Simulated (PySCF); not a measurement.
Computed shifts of a molecule C₃H₉BFN, PBE0/pcSseg-1 (PySCF), GIAO, gas phase, equivalent atoms averaged, in ppm (number of nuclei): ¹³C: 22.9 (1), 21.3 (1), 20.9 (1). ¹⁵N: 82.1 (1). ¹⁹F: -115.8 (1). ¹H: 3.23 (2), 1.40 (2), 1.33 (3), 0.99 (2). References: ¹³C against TMS (σ = 186.3 ppm); ¹¹B against BF3 (σ = 88.8 ppm); ¹⁵N against NH3 (σ = 267.4 ppm); ¹⁹F against CFCl3 (σ = 167.2 ppm); ¹H against TMS (σ = 31.56 ppm), references at their B3LYP-D3(BJ)/def2-TZVP geometries, non-relativistic. Geometry: B3LYP-D3(BJ)/def2-SVP. Other conformers were not sampled.

Problem. Identify the compound among the candidates.
(A) CCB(N)CF
(B) CCCB(N)F
(C) CCB(F)NC
(D) CCNB(C)F

Solution. B, CCCB(N)F
